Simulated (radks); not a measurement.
Problem. Dipole-allowed excitations along the series with 12 electrons in [Ne] 3s2. Method: non-relativistic Kohn-Sham, exchange-only LDA, spin-polarised, spherical densities, point nucleus; computed with a radial shooting solver on a logarithmic mesh with Libxc functionals. Time-dependent linear response with the Hartree and adiabatic exchange-only LDA kernel, continuum included through the Sternheimer equations. Lines are the poles of the dipole polarisability below minus the highest occupied eigenvalue, found on a grid refined at the orbital gaps; the lowest seven at most are given, and weak or close lines can be missed. The first line takes the name of the lowest orbital gap if no other gap lies below it; otherwise a line is named after a gap within 0.6 % of it, if that gap stands alone.

| species | -e(HOMO) (eV) | lowest orbital gap (eV) | first line (eV) | f | static alpha (bohr^3) |
|---|---|---|---|---|---|
| Al+ | 13.757 | 3s-3p 5.599 | 7.383 (3s-3p) | 1.74 | 24.09 |
| Si2+ | 27.315 | 3s-3p 7.841 | 10.349 (3s-3p) | 1.61 | 11.42 |
| P3+ | 44.233 | 3s-3p 10.010 | 13.136 (3s-3p) | 1.46 | 6.504 |
| S4+ | 64.378 | 3s-3p 12.137 | 15.833 (3s-3p) | 1.34 | 4.116 |

Estimate the first line of Cl5+, its oscillator strength and the static polarisability.

Solution. 18.476 eV (3s-3p), f = 1.23, alpha = 2.791 bohr^3.
